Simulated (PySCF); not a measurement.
## Peak assignment

Molfile (atoms numbered from 1):
```
C4H6F3PSi
     RDKit          3D

 15 14  0  0  0  0  0  0  0  0999 V2000
   -3.0295   -0.8653    1.0951 F   0  0  0  0  0  0  0  0  0  0  0  0
   -2.4678   -0.4016   -0.0317 C   0  0  0  0  0  0  0  0  0  0  0  0
   -3.4533   -0.3579   -0.9500 F   0  0  0  0  0  0  0  0  0  0  0  0
   -1.6179   -1.3513   -0.4507 F   0  0  0  0  0  0  0  0  0  0  0  0
   -1.8078    0.9366    0.1613 C   0  0  0  0  0  0  0  0  0  0  0  0
   -0.6316    0.8893    1.6587 P   0  0  0  0  0  0  0  0  0  0  0  0
    0.5424   -0.0501    0.9946 C   0  0  0  0  0  0  0  0  0  0  0  0
    1.5555   -0.7114    0.5423 C   0  0  0  0  0  0  0  0  0  0  0  0
    3.0330    0.0789   -0.3504 Si  0  0  0  0  0  4  0  0  0  0  0  0
   -2.5921    1.6717    0.3537 H   0  0  0  0  0  0  0  0  0  0  0  0
   -1.2777    1.2032   -0.7537 H   0  0  0  0  0  0  0  0  0  0  0  0
    1.5813   -1.7911    0.6283 H   0  0  0  0  0  0  0  0  0  0  0  0
    3.0635   -0.4695   -1.7076 H   0  0  0  0  0  0  0  0  0  0  0  0
    4.2361   -0.3033    0.3904 H   0  0  0  0  0  0  0  0  0  0  0  0
    2.8616    1.5298   -0.3718 H   0  0  0  0  0  0  0  0  0  0  0  0
  1  2  1  0
  2  3  1  0
  2  4  1  0
  2  5  1  0
  5  6  1  0
  6  7  2  0
  7  8  2  0
  8  9  1  0
  5 10  1  0
  5 11  1  0
  8 12  1  0
  9 13  1  0
  9 14  1  0
  9 15  1  0
M  END
```

Calculated, not measured (PySCF): σ from GIAO-PBE0/pcSseg-1, structure optimised with GFN2-xTB. Isolated molecule, no relativistic terms, single conformer, one averaged value for each set of equivalent atoms.

Chemical shifts δ = σref − σ; TMS for ¹³C and ¹H, all at this level.

(1) Assign these signals to the numbered atoms. ¹³C{¹H} NMR (computed): δ 271.4 (C), 136.1 (C), 102.0 (CH), 34.8 (CH2).

(2) Assign these signals to the numbered atoms. ¹H NMR (600 MHz, computed): δ 6.23 (m, 1H), 4.36 (d, 3H), 2.50 (m, 2H).

Answers

(1) 
271.4 → C7, cumulene carbon
136.1 → C2, CF3 carbon: 3 electronegative neighbours deshield it
102.0 → C8, alkene CH: as expected for a trigonal carbon in a double bond
34.8 → C5, sp3 CH2 bonded to P

(2) 
6.23 → H12, hydrogen on an alkene CH: attached to an sp2 carbon and in the plane of the double bond
4.36 → H13/H14/H15, hydrogen on a silicon bonded to C
2.50 → H10/H11, hydrogen on an sp3 CH2 bonded to P

Splittings by ¹⁹F and ³¹P in the carbon and heteronuclear signals aren't shown, as no couplings were computed. Shifts are as computed. Against solution values, carbons near 30 ppm lie about +3 ppm off and those near 130 ppm about +5 ppm. Of 1211 compounds with measured shifts, 218 miss one by over three times the rms of a fit or turn the order of signals round; such compounds aren't used in these exercises. No couplings were computed; multiplicities are counted from neighbouring protons, with m where these are inequivalent, close in shift, in a saturated or five-membered ring or joined by F or P, and br s for small geminal =CH2 splittings.
